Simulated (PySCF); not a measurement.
C2H6N2Si, SMILES N[SiH](N)C#C. Atoms are numbered in the order given.

```xyz
11

C      2.6001    -0.3041     0.0881
C      1.3857    -0.1313     0.1797
Si    -0.4520     0.0654     0.3438
N     -1.4348    -1.2366    -0.2477
N     -0.8111     1.4618    -0.6209
H      3.6685    -0.4563     0.0063
H     -0.7448     0.1007     1.8221
H     -1.3333    -1.5243    -1.2248
H     -1.5844    -2.0478     0.3570
H     -0.1118     2.2046    -0.6873
H     -1.7602     1.8430    -0.6127
```

Geometry: PBE-D3(BJ)/def2-SVP. This is a generated structure with no PubChem entry under its InChIKey; it may be hypothetical. The values are those of a single conformer.

Computed with PBE/def2-TZVP in PySCF.

ESP charges are fitted to the potential on shells at 1.4 to 2.0 van der Waals radii. Atomic charges (e):

```tsv
atom	Mulliken	Löwdin	ESP fit
C1	-0.21	-0.11	-0.34
C2	-0.09	?	-0.17
Si3	0.41	0.04	0.69
N4	-0.57	?	-0.88
N5	-0.57	?	-0.85
H6	0.16	0.13	0.29
H7	-0.06	?	-0.13
H8	0.23	0.16	0.37
H9	0.23	0.16	0.34
H10	0.23	0.16	0.34
H11	0.23	0.16	0.35
```

Complete the blanks. (The exact figures need the calculation; the answer reports its results.)


- C2, Löwdin: -0.19
- N4, Löwdin: -0.24
- N5, Löwdin: -0.24
- H7, Löwdin: -0.03

Give the Mayer and Wiberg (Löwdin basis) orders of the bonds. (Estimate from the structure and the level; the computed values follow.)


```
bond    Mayer  Wiberg
------  -----  ------
C1–C2    2.76    3.01
C2–Si3   0.91    1.11
Si3–N4   1.22    1.53
Si3–N5   1.22    1.52
C1–H6    0.99    0.92
Si3–H7   0.91    0.88
N4–H8    0.91    0.95
N4–H9    0.92    0.95
N5–H10   0.91    0.95
N5–H11   0.92    0.95
```
